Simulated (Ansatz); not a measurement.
# Molecular dynamics of CH$_{11}$NOSi$_{2}$

input.yaml

```yaml
crystal:
  periodic: [false, false, false]
  atoms:
    - { symbol: Si, position_ang: [0.623818, 0.48209, 0.437879] }
    - { symbol: "N", position_ang: [1.437921, -1.223659, 0.621694] }
    - { symbol: O, position_ang: [-0.489745, 0.541313, -0.805355] }
    - { symbol: Si, position_ang: [-0.724287, 1.185647, -2.31762] }
    - { symbol: H, position_ang: [1.797123, 1.136523, -0.272056] }
    - { symbol: H, position_ang: [0.579612, 1.301375, 1.68039] }
    - { symbol: H, position_ang: [0.366296, -1.346381, 1.133337] }
    - { symbol: C, position_ang: [-0.985457, -0.762635, 1.590775] }
    - { symbol: H, position_ang: [1.588904, -1.72155, -0.25909] }
    - { symbol: H, position_ang: [2.282839, -1.283885, 1.196326] }
    - { symbol: H, position_ang: [-1.440851, 2.489675, -2.219464] }
    - { symbol: H, position_ang: [0.574116, 1.399303, -3.025529] }
    - { symbol: H, position_ang: [-1.553106, 0.23275, -3.10768] }
    - { symbol: H, position_ang: [-1.679482, 0.076183, 1.419987] }
    - { symbol: H, position_ang: [-1.529172, -1.662137, 1.240485] }
    - { symbol: H, position_ang: [-0.848332, -0.844513, 2.685922] }
basis:
  gaussian: { orbitals: def2-SVP }
hamiltonian:
  xc: b3lyp
  dispersion: d4
md:
  timestep: 0.5
  n_steps: 200
  ensemble: nve
  temperature: 300.0
  initial_velocities: maxwell_boltzmann
  seed: 4818
```

Run as:

```bash
$ ansatz run input.yaml --threads 4 --pin off --max-ram 5120MiB --backend cpu --events-out ev --progress --plain --runs-dir out
```

It starts at the highest image of a converged band. Of that band: The profile has 2 maxima (images 2, 5) with wells between them (image 3): this band takes more than one step, which may be the mechanism or a detour left from its start path. Neighbouring images differ by up to 2.8 eV, so the band resolves the path poorly. A vibrational analysis at the climbing image gives one clearly imaginary mode, 1317i cm⁻¹: a first-order saddle point.

Output, in part (step lines, the closing report, with atoms numbered from 0):

```
md step     0: t =     0.00 fs  T =   300.0 K  F+E_penalty+E_count = -20501.88352179 eV  E_kin = 0.542892 eV  conserved = -20501.34062979 eV  (25 SCF iters)
[... lines left out ...]
Total energy: -20502.98991009 eV, -753.4709817701 hartree
Atom 0 at    -0.208942     0.958354     0.747080 Å, force     2.900771     2.372684    -3.351544 eV/Å
Atom 1 at     2.397139    -2.701125     0.400140 Å, force    -0.375566    -1.342285    -0.115832 eV/Å
Atom 2 at    -0.786602     0.933705    -0.874483 Å, force     0.223647     0.465309     1.328328 eV/Å
Atom 3 at    -0.562297     1.174548    -2.511724 Å, force    -0.110668    -0.692412     0.512384 eV/Å
Atom 4 at     1.267606     0.508895     0.679526 Å, force    -0.240434     0.688972    -0.436286 eV/Å
Atom 5 at    -0.116887     2.352575     1.315770 Å, force    -0.587890    -0.207533    -0.199344 eV/Å
Atom 6 at     2.949086    -3.554343     0.216050 Å, force     0.072395     0.379156     0.532963 eV/Å
Atom 7 at    -0.598694    -0.363923     1.783588 Å, force    -4.333387    -0.941250     3.032822 eV/Å
Atom 8 at     2.029573    -2.535886    -0.526734 Å, force    -0.342925     0.577366    -0.416136 eV/Å
Atom 9 at     3.032456    -1.950795     0.609288 Å, force     0.553909     0.458451     0.004197 eV/Å
Atom 10 at    -0.772459     2.556040    -3.009742 Å, force     0.167692     0.248054     0.228396 eV/Å
Atom 11 at     0.753089     0.619384    -2.961622 Å, force     0.067877     0.246531     0.092294 eV/Å
Atom 12 at    -1.600017     0.348815    -3.134879 Å, force    -0.346006    -0.228817    -0.361238 eV/Å
Atom 13 at    -1.699010    -0.501199     2.144371 Å, force     1.721359     0.158542    -0.306926 eV/Å
Atom 14 at    -0.344097    -1.187834     1.194720 Å, force     0.605998    -2.057593    -0.899087 eV/Å
Atom 15 at     0.101705    -0.287128     2.617402 Å, force     0.023230    -0.125176     0.355010 eV/Å
Dipole moment:     0.173869    -0.042731    -0.052441 e Å
```

The steps, from the saved trajectory:

```tsv
time (fs)	T (K)	potential energy less start (eV)	conserved less start (meV/atom)
0	300	0.000	0.00
3	153	0.269	0.22
6	156	0.263	0.10
9	133	0.305	0.18
12	158	0.259	0.11
15	165	0.246	0.12
18	175	0.229	0.15
21	280	0.037	0.06
24	277	0.045	0.21
27	418	-0.213	0.06
30	496	-0.351	0.19
33	636	-0.607	0.05
36	631	-0.596	0.20
39	786	-0.879	0.06
42	780	-0.867	0.11
45	697	-0.717	0.10
48	615	-0.568	0.11
51	603	-0.545	0.18
54	762	-0.835	0.05
57	851	-0.994	0.18
60	1050	-1.357	0.00
63	1008	-1.278	0.16
66	996	-1.259	0.07
69	953	-1.180	0.15
72	997	-1.260	0.10
75	1031	-1.321	0.09
78	1044	-1.344	0.19
81	1168	-1.571	0.01
84	1128	-1.495	0.22
87	1223	-1.670	0.02
90	1190	-1.608	0.13
93	1168	-1.569	0.07
96	1028	-1.315	0.08
99	920	-1.119	0.18
```

The run went to its last step. The conserved energy stayed within 0.24 meV per atom of its start (net change 0.18 meV per atom), so the integration is sound. The kinetic energy rose, since the run started high on the potential surface and went downhill. It ends in pieces (CH8OSi2 + H3N), so much of that is their flight and rotation, not heat. A run of 0.1 ps of so small a system gives no equilibrium averages. The orbitals stay closed-shell, which can raise the energy where a bond breaks towards radicals; this wasn't checked here.

Between its relaxed ends the band would form Si1–C8, N2–H7 and break Si1–N2, H7–C8. These pairs go: Si1–C8 2.34 → 1.72 Å, N2–H7 1.19 → 1.03 Å, Si1–N2 1.90 → 4.51 Å, H7–C8 1.54 → 5.02 Å. In the last frame they stand as after the step (other bonds may differ from the relaxed reactants and products). It ends as CH8OSi2 + H3N. Pairs count as bonded within 1.25 times the sum of covalent radii (0.12 Å more for H–H).

Last frame:

```xyz
16
Properties=species:S:1:pos:R:3
Si -0.209 0.958 0.747
N 2.397 -2.701 0.400
O -0.787 0.934 -0.875
Si -0.562 1.175 -2.512
H 1.268 0.509 0.679
H -0.117 2.353 1.316
H 2.949 -3.554 0.216
C -0.599 -0.364 1.784
H 2.030 -2.536 -0.527
H 3.033 -1.951 0.609
H -0.772 2.556 -3.010
H 0.753 0.619 -2.962
H -1.600 0.349 -3.135
H -1.699 -0.501 2.144
H -0.344 -1.188 1.195
H 0.102 -0.287 2.617
```

Run time: 12 min on 4 threads of Arm Neoverse N1, on a shared host, peak memory 0.34 GiB.
